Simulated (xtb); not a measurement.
xtb input (GFN1-xTB):

```bash
xtb mol.xyz --gfn 1 --sp --chrg 1 --uhf 0
```
mol.xyz:
```
13

N      2.23451421    -0.00769869    -0.28291401
Si     0.74605389     0.42290768     0.86910134
N     -0.55282295    -0.52973955     0.40153928
Si    -1.77542614    -0.16298324    -0.83238708
H      2.48592716    -0.99626141    -0.22188020
H      2.01265331     0.18246232    -1.26230661
H      3.07213214     0.53313776    -0.05399872
H      0.61908670     1.84776784     0.54987376
H      1.33145882     0.08516025     2.17133445
H     -0.71406001    -1.37153082     0.94296183
H     -1.22930237     1.02942652    -1.51606695
H     -1.86550466    -1.30737833    -1.75735584
H     -3.07301835     0.12034121    -0.19693817
```

End of the output:

```
         :::::::::::::::::::::::::::::::::::::::::::::::::::::
         ::                     SUMMARY                     ::
         :::::::::::::::::::::::::::::::::::::::::::::::::::::
         :: total energy             -14.649796213555 Eh    ::
         :: gradient norm              0.036162072485 Eh/a0 ::
         :: HOMO-LUMO gap              5.590045372908 eV    ::
         ::.................................................::
         :: SCC energy               -14.790151691696 Eh    ::
         :: -> electrostatic           0.110000511404 Eh    ::
         :: repulsion energy           0.144951686309 Eh    ::
         :: dispersion energy         -0.004596208169 Eh    ::
         :: halogen bond corr.         0.000000000000 Eh    ::
         :: add. restraining           0.000000000000 Eh    ::
         :: total charge               1.000000000000 e     ::
         :::::::::::::::::::::::::::::::::::::::::::::::::::::

           -------------------------------------------------
          |                Property Printout                |
           -------------------------------------------------

    * Orbital Energies and Occupations

         #    Occupation            Energy/Eh            Energy/eV
      -------------------------------------------------------------
         1        2.0000           -0.9991399             -27.1880
         2        2.0000           -0.9035131             -24.5858
         3        2.0000           -0.7908678             -21.5206
         4        2.0000           -0.7864421             -21.4002
         5        2.0000           -0.7861919             -21.3934
         6        2.0000           -0.7560482             -20.5731
         7        2.0000           -0.6990708             -19.0227
         8        2.0000           -0.6761875             -18.4000
         9        2.0000           -0.6330177             -17.2253
        10        2.0000           -0.6215975             -16.9145
        11        2.0000           -0.6159872             -16.7619
        12        2.0000           -0.5965022             -16.2317
        13        2.0000           -0.5847446             -15.9117 (HOMO)
        14                         -0.3793142             -10.3217 (LUMO)
        15                         -0.3576705              -9.7327
Note: The following floating-point exceptions are signalling: IEEE_DENORMAL
normal termination of xtb
        16                         -0.3404939              -9.2653
        17                         -0.3291715              -8.9572
        18                         -0.3287881              -8.9468
        19                         -0.3079270              -8.3791
        20                         -0.2947330              -8.0201
        21                         -0.2721658              -7.4060
        22                         -0.2584662              -7.0332
        23                         -0.2319331              -6.3112
        24                         -0.2156521              -5.8682
       ...                                ...                  ...
        44                          1.3245084              36.0417
      -------------------------------------------------------------
                  HL-Gap            0.2054304 Eh            5.5900 eV
             Fermi-level           -0.4820294 Eh          -13.1167 eV

  Mulliken/CM5 charges         n(s)   n(p)   n(d)
     1N    -0.34500 -0.91008   1.472  3.873  0.000
     2Si    0.48580  0.35432   1.223  1.518  0.773
     3N    -0.42037 -0.69790   1.453  3.967  0.000
     4Si    0.40729  0.18748   1.276  1.691  0.625
     5H     0.26597  0.45175   0.734  0.000  0.000
     6H     0.26740  0.45336   0.733  0.000  0.000
     7H     0.26795  0.45228   0.732  0.000  0.000
     8H    -0.01902  0.07182   1.019  0.000  0.000
     9H    -0.02324  0.06651   1.023  0.000  0.000
    10H     0.26052  0.46136   0.739  0.000  0.000
    11H    -0.06203  0.02407   1.062  0.000  0.000
    12H    -0.04872  0.03634   1.049  0.000  0.000
    13H    -0.03657  0.04867   1.037  0.000  0.000

Wiberg/Mayer (AO) data.
largest (>0.10) Wiberg bond orders for each atom

 ---------------------------------------------------------------------------
     #   Z sym  total        # sym  WBO       # sym  WBO       # sym  WBO
 ---------------------------------------------------------------------------
     1   7 N    3.426 --     7 H    0.904     5 H    0.901     6 H    0.900
                             2 Si   0.686
     2  14 Si   4.240 --     3 N    1.416     9 H    0.922     8 H    0.922
                             1 N    0.686     4 Si   0.153
     3   7 N    3.392 --     2 Si   1.416     4 Si   1.037    10 H    0.845
     4  14 Si   4.008 --     3 N    1.037    12 H    0.929    13 H    0.929
                            11 H    0.916     2 Si   0.153
     5   1 H    0.934 --     1 N    0.901
     6   1 H    0.933 --     1 N    0.900
     7   1 H    0.929 --     1 N    0.904
     8   1 H    0.992 --     2 Si   0.922
     9   1 H    0.993 --     2 Si   0.922
    10   1 H    0.933 --     3 N    0.845
    11   1 H    0.989 --     4 Si   0.916
    12   1 H    0.992 --     4 Si   0.929
    13   1 H    0.992 --     4 Si   0.929
 ---------------------------------------------------------------------------

Topologies differ in total number of bonds
Writing topology from bond orders to xtbtopo.mol

 dipole moment from electron density (au)
     X       Y       Z
   2.9080  -0.5246  -0.1210  total (Debye):    7.517

           -------------------------------------------------
          | TOTAL ENERGY              -14.649796213555 Eh   |
          | GRADIENT NORM               0.036162072485 Eh/α |
          | HOMO-LUMO GAP               5.590045372908 eV   |
           -------------------------------------------------

------------------------------------------------------------------------
------------------------------------------------------------------------
 total:
 SCF:
```

It need not be the lowest isomer of its formula.
